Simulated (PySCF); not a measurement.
**Ba⁵⁰⁺ (barium, charge +50): Hartree-Fock from Schrödinger to Dirac-Coulomb-Breit**

Occupied: 1s1/2, 2s1/2, 2p1/2. Hartree-Fock calculated with PySCF 2.14 in an even-tempered Gaussian basis (19 s from 9.6 bohr⁻², ratio 2.3; 15 p from 11 bohr⁻², ratio 2.3), Gaussian nucleus throughout. NR is non-relativistic, sf-X2C the spin-free one-electron X2C Hamiltonian, X2C adds the bare one-electron spin-orbit term, X2C-SNSO screens it by Boettger's factors, DC is four-component Dirac-Coulomb, and the Gaunt and Breit terms are added at first order (total energies over the DC spinors, levels after relaxing the spinors in that mean field). QED terms are absent. Levels marked empty are virtual spinors of this ion.

| level (eV) | X2C | X2C-SNSO |
| --- | --- | --- |
| 1s1/2 | -42189.9 | -42191.0 |
| 2s1/2 | -9926.0 | -9926.4 |
| 2p1/2 | -9762.4 | -9750.7 |
| 2p3/2 (empty) | -9077.5 | -9082.3 |
| 3s1/2 (empty) | -4136.6 | -4136.6 |

Q: Where do the four-component calculations put these levels?

A: 1s1/2: DC -42217.7, DC+Gaunt -42133.2, DC+Breit -42135.9; 2s1/2: DC -9929.8, DC+Gaunt -9921.4, DC+Breit -9922.1; 2p1/2: DC -9753.6, DC+Gaunt -9736.1, DC+Breit -9738.2; 2p3/2 (empty): DC -9082.9, DC+Gaunt -9074.2, DC+Breit -9076.2; 3s1/2 (empty): DC -4137.5, DC+Gaunt -4135.1, DC+Breit -4135.5 (eV).

| Hamiltonian | E (hartree) | E − E(DC) (hartree) | CPU seconds |
| --- | --- | --- | --- |
| X2C | -4740.4331 | 0.8256 | 0.35 |
| X2C-SNSO | -4739.5571 | 1.7015 | 0.35 |
| DC | -4741.2586 | 0.0000 | 12 |
| DC+Gaunt | -4737.0573 | 4.2013 | 26 |
| DC+Breit | -4737.2755 | 3.9832 | 74 |

Weight of the small component: 1s1/2 0.0430, 2s1/2 0.0101, 2p1/2 0.0100, 2p3/2 0.00943, 3s1/2 0.00412.

Koopmans' value for the highest occupied level at DC+Breit: 9738.2 eV, against an ionisation energy of 9739 ± 4 eV (theoretical estimate listed by NIST; NIST Atomic Spectra Database, ionization energies); the former lacks relaxation, correlation, QED and recoil.

The whole ladder took 120 s of wall time on 1 thread of Neoverse-V1 (shared host), launched as `OMP_NUM_THREADS=1 python relrun2.py TASK.json OUT` (a driver that calls PySCF for each Hamiltonian).
